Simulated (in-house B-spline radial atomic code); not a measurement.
A fraction x of an electron is removed from 5p in the iodine ion I⁺, starting from [Kr] 4d10 5s2 5p4 and keeping the highest spin. Method: scalar-relativistic (X2C) BLYP, spin-polarised, spherical fractional occupations, Fermi nucleus of rms radius 4.75 fm. Calculated with an all-electron radial atomic-structure program (B-spline basis).

```
   x  E(x) - E(0) (eV)  5p down level (eV)
   0            0.0000             -14.470
0.05            0.7339             -14.885
0.24            3.7127             -16.476
0.37            5.9263             -17.581
0.44            7.1779             -18.181
 0.5            8.2843             -18.697
0.61           10.3934             -19.652
0.74           13.0220             -20.791
0.76           13.4396             -20.967
0.95           17.5833             -22.655
   1           18.7273                   -
```

The exact functional would give a straight line between the two integer points. Deviations E(x) - E(0) - x[E(1) - E(0)], in eV: -0.202 at x = 0.05, -0.782 at x = 0.24, -1.003 at x = 0.37, -1.062 at x = 0.44, -1.079 at x = 0.5, -1.03 at x = 0.61, -0.836 at x = 0.74, -0.793 at x = 0.76, -0.208 at x = 0.95.

The curve lies below the straight line by up to 1.079 eV (at x = 0.5): convex, the delocalisation error that favours fractional charges.

How well does Slater's transition state (minus the level at half occupation) give the ionisation energy?

It gives 18.697 eV against 18.727 eV from the two total energies; NIST lists 19.13 eV, ground level to ground level.
